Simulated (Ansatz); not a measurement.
Species: C₃H₄NSSi (charge 0, doublet). It need not be the lowest isomer of its formula. 
Coordinates optimised at B3LYP-D3(BJ)/def2-TZVP (Ansatz, a first-principles code):
SMILES: [c]1csc(n1)[SiH3]
```xyz
10

Si    -2.1335     0.3854    -0.2434
C     -0.2743     0.2689    -0.0501
N      0.5443     1.3094    -0.0588
C      1.7966     0.9278     0.0974
C      2.0848    -0.3888     0.2389
S      0.5764    -1.2330     0.1627
H     -2.6723    -0.9911    -0.1783
H     -2.4609     0.9983    -1.5480
H     -2.6973     1.2042     0.8505
H      3.0252    -0.8925     0.3748
```
Charge 0, spin multiplicity 2.

Basis-set convergence of Hartree-Fock and MP2 correlation energies (hartree) with Ansatz. Valence correlation only, unless marked. UHF or UKS for open shells. No spin-orbit coupling. Non-relativistic.

The UHF reference is spin-contaminated (<S^2> 0.41 over the pure value in the largest basis). 

| basis | functions | E(HF) | E(corr, MP2) |
|---|---|---|---|
| cc-pV(D+d)Z | 122 | -856.77956 | -0.72993 |
| cc-pV(T+d)Z | 254 | -856.84929 | -0.90408 |
| cc-pV(Q+d)Z | 468 | -856.86763 | -0.96924 |

Extrapolating the two largest sets (X = 3 and 4) as X^-3: E(corr) = (64·(-0.96924) - 27·(-0.90408))/37 = -1.0168 Eh, an estimate of the basis-set limit. The largest set recovers 95.3 % of it, the smallest 71.8 %.
